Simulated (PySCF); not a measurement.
Name the molecule from its bond curve

A diatomic of charge 0 contains Bi. Its singlet curve at RHF-SCS-MP2 in a double-zeta basis (scalar-relativistic core potentials, PySCF), in eV from the separated fragments:

(R (Å), E (eV)): (1.968, -0.320), (2.060, -1.408), (2.152, -2.048), (2.220, -2.315), (2.289, -2.450), (2.358, -2.487), (2.449, -2.431), (2.564, -2.259), (2.701, -1.991), (2.884, -1.645)

The fit gives ωe = 389 cm⁻¹ and the rotational constant Bₑ = 0.1126 cm⁻¹.

Problem. Which atom is the partner?

Solution. The minimum lies at 2.356 Å, so the reduced mass is 16.8576 u Å² cm⁻¹/(Bₑ·Re²) = 26.97 u. With Bi at 208.98 u the partner weighs about 31.0 u: P. The molecule is BiP.

Correlated steps freeze 9 core orbitals. Spin–orbit coupling is left out, which matters for elements this heavy, above all for dissociation energies.
